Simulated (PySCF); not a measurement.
# TDDFT excited states: C6H6OP2

Compound: C6H6OP2.
Atom-mapped SMILES: `[CH2:1]=[CH:2]/[P:3]=[P:4]/[c:5]1[cH:6][cH:7][cH:8][o:9]1` (hydrogens: H10, H11 on C1; H12 on C2; H13 on C6; H14 on C7; H15 on C8)

Method used: TDDFT PBE0/def2-SVPD, vertical, gas phase, core orbitals frozen in the response in PySCF. Isolated species at its GFN2-xTB geometry (one conformer only). Torsions of this conformer, `[CH2:1]=[CH:2]/[P:3]=[P:4]/[c:5]1[cH:6][cH:7][cH:8][o:9]1`: C1–C2–P3–P4 180°, P3–P4–C5–C6 0°.

```csv
state,E (eV),ν̃ (cm⁻¹),f,|μ| (D),symmetry,"main configurations (H = HOMO, L = LUMO)"
S1,3.02,24320,0.363,5.64,A′,H→L (97%)
S2,3.14,25360,0.0000,0.03,–,H-1→L (100%)
S3,4.48,36140,0.013,0.87,A′,H-2→L (90%)
S4,4.93,39780,0.0086,0.68,A′,H-3→L (94%)
S5,5.09,41010,0.0054,0.53,A″,H-4→L (97%)
S6,5.18,41790,0.127,2.54,A′,"H→L+1 (69%), H-5→L (24%)"
```

Triplets, Tamm–Dancoff:

```csv
state,E (eV),λ (nm),"main configurations (H = HOMO, L = LUMO)"
T1,1.48,837.1,H→L (94%)
T2,2.40,517.1,H-1→L (97%)
```

The lowest singlet lies at 3.02 eV (411 nm, visible) and is strong; its leading configuration is HOMO→LUMO (97%). The lowest level is also the most intense of those listed (f = 0.363). Löwdin shares by element: HOMO phosphorus 38%, carbon 24% or more (atoms not listed hold the other 38%); LUMO phosphorus 62%, carbon 15% or more (atoms not listed hold the other 23%). The listed states span 2.17 eV, and the widest gap between neighbours is 1.34 eV (S2 to S3). The oscillator strengths of these states sum to 0.517; summed over the whole spectrum of an exact calculation they would give the number of electrons, 80 (Thomas–Reiche–Kuhn). Orbital energies (eV): HOMO-3 -8.56, HOMO-2 -7.92, HOMO-1 -7.18, HOMO -6.13, LUMO -2.75, LUMO+1 -0.04, LUMO+2 0.15. 2 computed singlets (S1 to S2) lie in the visible range (380 to 750 nm), the largest f among them at 411 nm, f = 0.363; light of that wavelength is violet, and its complementary colour is yellow-green; a Tamm–Dancoff triplet lies at 517 nm, without intensity as long as spin–orbit coupling is left out. Symmetry labels in Cs follow from the direction of the transition dipole and are given only for states with f of 0.002 or more. The window holds the lowest 6 singlets.

On one thread of an Arm Neoverse V2, no GPU (shared host), this took 50 s (grids of density and orbitals included) and 0.97 GiB of memory at its peak.
